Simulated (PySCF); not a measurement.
## An isoelectronic set: 58 electrons

HF in PySCF with x2c-SVPall on every atom, spin-free X2C, for the lowest determinant that a PBE0 search found; no spin–orbit coupling. All have 58 electrons, 10 of them in the valence shells, and the same state, a singlet (closed shell). For ions De leads to the atom and ion picked by measured ionisation energies and electron affinities.

| species | difference of nuclear charges | Re (Å) | ωe (cm⁻¹) | k (mdyn/Å) | De (eV) | dissociates to | Mayer bond order |
| --- | --- | --- | --- | --- | --- | --- | --- |
| InF | 40 | 1.977 | 592 | 3.37 | 3.57 | In + F | 0.61 |
| TeC | 46 | 1.865 | 979 | 6.20 | 1.34 | Te + C | 2.47 |
| BI | 48 | 2.141 | 590 | 2.08 | 2.29 | B + I | 1.26 |
| SnF⁺ | 41 | 1.883 | 736 | 5.23 | 2.91 | Sn⁺ + F | 0.81 |

**Question.** Which member of the whole set has the stiffest bond, and how does it compare with the softest?

**Answer.** TeC with k = 6.20 mdyn/Å, 3.0 times that of BI.

Spin–orbit coupling is left out, which matters for elements this heavy, above all for dissociation energies. For an ion De counts to the pair picked by the measured ionisation energies or electron affinities, which need not be the lowest pair at this level. Where the molecule has an RHF reference, its open-shell atoms are computed with UHF. Hartree–Fock leaves out correlation, which carries a large part of most bond energies and some tenths to 1 eV of ionisation energies.
